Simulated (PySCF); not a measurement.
Isomers of C8H18BN, from PBE0-D3(BJ)/def2-SVP geometry optimisation, gas phase in PySCF. One conformer each, no zero-point energy, no frequencies.

Task: Which is lowest in electronic energy at this level?
A. `[CH3:1][N+:2]1([CH3:3])[BH2-:4][C@@H:5]([CH:6]2[CH2:7][CH2:8]2)[CH2:9][CH2:10]1` with B4–C5–C6–C7 -88°, C1–N2–B4–C5 -151°, N2–B4–C5–C6 -116°, C5–C6–C7–C8 -111°, B4–C5–C9–C10 16°: A = 2872, B = 745.6, C = 706.7 MHz, dipole 4.68 D
B. `[CH2:1]=[C:2]([CH3:3])[C@@H:4]1[BH2-:5][N+:6]([CH3:7])([CH3:8])[CH2:9][CH2:10]1` with C1–C2–C4–B5 108°, C2–C4–B5–N6 -132°, C4–B5–N6–C7 150°, B5–N6–C9–C10 -43°, N6–C9–C10–C4 40°: A = 2411, B = 823.0, C = 773.8 MHz, dipole 4.84 D
C. `[CH3:1][N@+:2]1([CH2:3][CH:4]2[CH2:5][CH2:6]2)[BH2-:7][CH2:8][CH2:9][CH2:10]1` with C1–N2–C3–C4 -63°, N2–C3–C4–C5 162°, C3–C4–C5–C6 -112°, C1–N2–B7–C8 -83°, N2–B7–C8–C9 -13°, B7–C8–C9–C10 -12°: A = 3120, B = 726.6, C = 716.3 MHz, dipole 4.24 D
D. `[CH2:1]=[CH:2][CH2:3][CH2:4][N@+:5]1([CH3:6])[BH2-:7][CH2:8][CH2:9][CH2:10]1` with C1–C2–C3–C4 115°, C2–C3–C4–N5 180°, C3–C4–N5–C6 -60°, C4–N5–B7–C8 -156°, N5–B7–C8–C9 17°, B7–C8–C9–C10 8°, C8–C9–C10–N5 -34°: A = 3030, B = 626.5, C = 611.4 MHz, dipole 4.43 D

Result: B. That is `C=C(C)[C@@H]1[BH2-][N+](C)(C)CC1`, 4.1 kcal/mol below the next.

```csv
SMILES,mapped SMILES,E (Eh),relative (kcal/mol),relative (kJ/mol),dipole (D)
C=C(C)[C@@H]1[BH2-][N+](C)(C)CC1,[CH2:1]=[C:2]([CH3:3])[C@@H:4]1[BH2-:5][N+:6]([CH3:7])([CH3:8])[CH2:9][CH2:10]1,-394.53015,0.0,0.0,4.84
C[N@+]1(CC2CC2)[BH2-]CCC1,[CH3:1][N@+:2]1([CH2:3][CH:4]2[CH2:5][CH2:6]2)[BH2-:7][CH2:8][CH2:9][CH2:10]1,-394.52354,4.1,17.3,4.24
C[N+]1(C)[BH2-][C@@H](C2CC2)CC1,[CH3:1][N+:2]1([CH3:3])[BH2-:4][C@@H:5]([CH:6]2[CH2:7][CH2:8]2)[CH2:9][CH2:10]1,-394.52171,5.3,22.1,4.68
C=CCC[N@+]1(C)[BH2-]CCC1,[CH2:1]=[CH:2][CH2:3][CH2:4][N@+:5]1([CH3:6])[BH2-:7][CH2:8][CH2:9][CH2:10]1,-394.52094,5.8,24.2,4.43
```
